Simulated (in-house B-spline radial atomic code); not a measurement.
Pd. Computed with a B-spline radial atomic code. Model: all-electron spherical atom, spin shells full or empty, radial basis limit, no spin-orbit coupling: exact exchange with a local potential (Slater, KLI or optimised effective potential, whose far tail is KLI's), no correlation.

Exchange potential has not reached -1/r at the last radius.

The run also made RPA and GW results, which its time includes.

The Slater potential averages the orbital exchange potentials with the orbital densities as weights, KLI adds orbital constants, and the optimised effective potential minimises the exact-exchange energy among local potentials. So their energies lie above Hartree-Fock in the order OEP, KLI, Slater. All fall off as −1/r, unlike LDA and GGA exchange.

Command:
```bash
python run_gw.py task.json out
```
Settings (nuclear radius in fm, other lengths in bohr, energies in hartree):
```
Z                      46
electrons              46
configuration          [Kr] 4d10
hamiltonian            x2c
method                 oep
lmax                   9
rms_radius             4.5318
spin_polarised         False
box_radius             40
intervals              108
```

Time taken, with all properties: 14 s on 1 thread of Arm Neoverse N1, on a shared host.

Given: hamiltonian one-electron scalar X2C; mean-field start exchange-only OEP.

Computed: energy above Hartree-Fock 16.093 millihartree.

| radius (bohr) | r times exchange potential (hartree bohr) |
| --- | --- |
| 0.00109 | -0.045444 |
| 0.00138 | -0.057424 |
| 0.00174 | -0.072189 |
| 0.00221 | -0.09126 |
| 0.0028 | -0.11481 |
| 0.00354 | -0.14367 |
| 0.00448 | -0.17909 |
| 0.00568 | -0.22211 |
| 0.00719 | ? |
| 0.0091 | -0.32983 |
| 0.0115 | -0.3918 |
| 0.0146 | -0.45552 |
| 0.0185 | -0.51109 |
| 0.0234 | -0.54588 |
| 0.0297 | -0.54355 |
| 0.0376 | -0.504 |
| 0.0476 | -0.50262 |
| 0.0602 | -0.62732 |
| 0.0763 | -0.80002 |
| 0.0966 | -0.92266 |
| 0.122 | -0.9537 |
| 0.155 | -0.8616 |
| 0.196 | -0.85929 |
| 0.248 | -1.1321 |
| 0.315 | -1.3352 |
| 0.398 | ? |
| 0.504 | -1.0819 |
| 0.639 | -0.85258 |
| 0.809 | -1.2545 |
| 1.02 | -1.4647 |
| 1.3 | -1.5093 |
| 1.64 | -1.4253 |
| 2.08 | -1.2909 |
| 2.63 | -1.1791 |
| 3.34 | -1.1046 |
| 4.22 | -1.0615 |
| 5.35 | -1.0361 |

What belongs in the row 0.00719?

r times exchange potential (hartree bohr): -0.27246.

What belongs in the row 0.398?

r times exchange potential (hartree bohr): -1.3465.

```tsv
occupied	level (hartree)	Hartree-Fock level (hartree)
1s	-886.84	-899.42
2s	-129.69	-134.38
2p	?	?
3s	-23.627	-25.532
3p	-19.202	-20.767
3d	-12.17	-13.194
4s	?	?
4p	-2.0539	-2.4022
4d	-0.32679	-0.32785
```

What belongs in the row 2p?

level (hartree): -116.29; Hartree-Fock level (hartree): -120.27.

What belongs in the row 4s?

level (hartree): -3.2984; Hartree-Fock level (hartree): -3.8402.

```csv
empty,level (hartree)
5s,-0.26956
5p,-0.13708
6s,-0.083975
6p,?
5d,-0.056024
```

What belongs in the row 6p?

level (hartree): -0.056943.

The highest level, 4d, differs from Hartree-Fock by +0.029 eV and the deepest, 1s, by +342 eV: a local potential can match the highest level but can't give each shell its own exchange.
